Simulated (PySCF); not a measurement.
Structure elucidation problem

The spectra below were simulated for a compound C6H12N4.

¹H NMR (400 MHz, computed): δ 4.64 (s, 12H).

¹³C{¹H} NMR (computed): δ 78.1 (CH2).

No solvent, one averaged value for each set of equivalent atoms, one conformer, non-relativistic Hamiltonian. GIAO KT3/pcSseg-1 shieldings; PBE0-D3(BJ)/def2-SVP geometry; PySCF 2.14.

Referencing at the same level of theory: ¹H (σref 31.32), ¹³C (σref 182.31) against TMS.

**Question.** Deduce the structure.

**Answer.** 
The formula gives 3 degrees of unsaturation (3 rings in the answer). 1 carbon signal for 6 carbons: some carbons are equivalent by symmetry or fast rotation. Carbon types of the structure: 6 × CH2, which accounts for all hydrogens. δC 78.1: sp3 CH2 bonded to 2 N; 2 electronegative neighbours deshield it. δH 4.64: hydrogen on an sp3 CH2 bonded to 2 N; its carbon carries N, which withdraws density.

These data were computed for hexamethylenetetramine.

The data come from this structure; uniqueness wasn't tested.

Shifts are as computed, not scaled to solution data. Of 1211 compounds with measured shifts, 218 miss one by over three times the rms of a fit or turn the order of signals round; such compounds aren't used in these exercises.
